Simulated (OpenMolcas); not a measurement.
**Ba+: thermal populations, worked from levels**

```yaml
Program: OpenMolcas
Basis: ANO-RCC-VDZP [7s6p3d1f]
Scalar_Hamiltonian: DKH2, point nucleus
Active_space: 1 electron in 9 orbitals (5d 6s 6p)
State_averaging: 2S+1 = 2 even, 6 roots; 2S+1 = 2 odd, 3 roots
Spin-orbit_coupling: state interaction with AMFI integrals over the reference wave functions, term energies averaged over their components
```

Methods: CASSCF; SS-CASPT2, IPEA 0.25 Eh, imaginary shift 0.1 Eh (closed shells correlated: 5s 5p). Measured levels: NIST Handbook of Basic Atomic Spectroscopic Data.

**Thermal populations.** Z = Σ (2J + 1) exp(-E/kT) with k = 0.695035 cm-1/K, over the levels below. No other level of either list lies under 42300 cm-1, which is above 7 kT at each temperature.

| Level | 2J + 1 | SS-CASPT2 | measured |
| --- | --- | --- | --- |
| 6s 2S 1/2 | 2 | 0.0 | 0.0 |
| 5d 2D 3/2 | 4 | 8010 | 4874 |
| 5d 2D 5/2 | 6 | 8650 | 5675 |
| 6p 2P* 1/2 | 2 | 20760 | 20262 |
| 6p 2P* 3/2 | 4 | 21940 | 21952 |

```tsv
T (K)	Z, SS-CASPT2	Z, measured levels	Ground level (%), SS-CASPT2	Ground level (%), measured levels
3000	2.181	2.781	91.7	71.9
5000	2.909	4.169	68.7	48.0
8000	4.339	5.956	46.1	33.6
```

At 8000 K, kT = 5560 cm-1, and the computed levels give Z = 2.000 + 0.947 + 1.266 + 0.048 + 0.077 = 4.339.

Term energies are means over components that CASPT2 splits; among the terms shown or strongly mixed into the levels shown the widest spread is 110 cm-1 (5d 2D, SS-CASPT2). ANO sets are built for ground and valence states and can reach diffuse excited orbitals poorly. With one active electron the reference holds no correlation, so core polarisation is missing (holds for CASSCF). With one active electron, CASPT2 adds the correlation within the correlated inactive shells and between them and that electron, and leaves the splitting within a term as the reference gives it (holds for SS-CASPT2). Measured partners are found by configuration, term and J. A level has none where our copy of the source lacks it or the pairing is in doubt (some pairs that miss far off the trend of their configuration count as doubtful), and it then counts in no deviation. Only configurations of the active space appear.

* marks odd parity.
